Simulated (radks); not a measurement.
Results of a calculation; reference values are marked as such.
All-electron atom: N2+ in [He] 2s2 2p0.5 3s0.5 (fractional occupations, a model configuration).

Level of theory: non-relativistic Kohn-Sham, MS2 meta-GGA, spin-unpolarised, spherical densities, point nucleus; meta-GGA in the generalised Kohn-Sham scheme (a radial shooting solver on a logarithmic mesh with Libxc functionals).

Energy parts (eV):
total: -1427.457
kinetic: 1424.398
electron-nucleus: -3167.341
Hartree: 467.833
exchange-correlation: -152.347

Orbitals (lengths in bohr, moments of r in powers of bohr; r(max) is where P^2 peaks; r(90%) holds 90 % of the orbital's charge):
orbital	occ.	eigenvalue (eV)	r(max)	<r^4>	r(90%)	<r^2>
1s	2	-434.9412	0.1484	0.01306	0.409	0.07054
2s	2	-54.6525	0.9431	4.101	1.76	1.529
2p	0.5	-42.0147	0.8526	4.559	1.81	1.494
3s	0.5	-15.0715	3.051	236.3	4.86	12.67
3p	0	-12.3645	3.258	325.4	5.27	14.66

The highest occupied level is 3s at -15.072 eV. Virial ratio -V/T = 2.00215.
